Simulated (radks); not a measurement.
Excited configurations of Ho: one electron is placed in a higher orbital outside [Xe] 4f11 6s1. The ground configuration is [Xe] 4f11 6s2. All-electron calculation, scalar-relativistic Kohn-Sham, LDA (Slater exchange, Perdew-Wang correlation), spin-polarised, spherical densities, point nucleus; open shells are filled with parallel spins first (spin-orbit coupling, left out, can overturn this in heavy ions). Program: a radial shooting solver on a logarithmic mesh with Libxc functionals. Excitation = E - E(ground); binding = E(ion) - E, where the ion is the core of charge +1; n* = 1/sqrt(2 binding) in atomic units, and the quantum defect is n - n*.

outer orbital  excitation (eV)  binding (eV)     n*  quantum defect  eigenvalue (eV)  <r> (bohr)
5d                       2.253         4.027  1.838           3.162           -1.188       3.694
5f                       5.326         0.954  3.776           1.224           -0.456       16.38
6p                       2.344         3.937  1.859           4.141           -2.086       5.354
6d                       4.736         1.545  2.968           3.032           -0.776       11.13
6f                       5.616         0.664  4.526           1.474           -0.384       27.83
7s                       3.965         2.316  2.424           4.576           -1.411       9.536
7p                       4.607         1.673  2.851           4.149           -1.001       12.42
7d                       5.332         0.948  3.788           3.212           -0.561       20.87
7f                       5.799         0.482  5.316           1.684           -0.302       41.88

The Delta-SCF ionisation energy is 6.281 eV (NIST Atomic Spectra Database: 6.022 eV, measured). Self-interaction in the functional shifts the binding energies and quantum defects, so they are the method's values and not measured ones. Open shells are spherical and high-spin; term and fine-structure splittings are not resolved. Spin-orbit splitting is averaged out at the scalar-relativistic level.
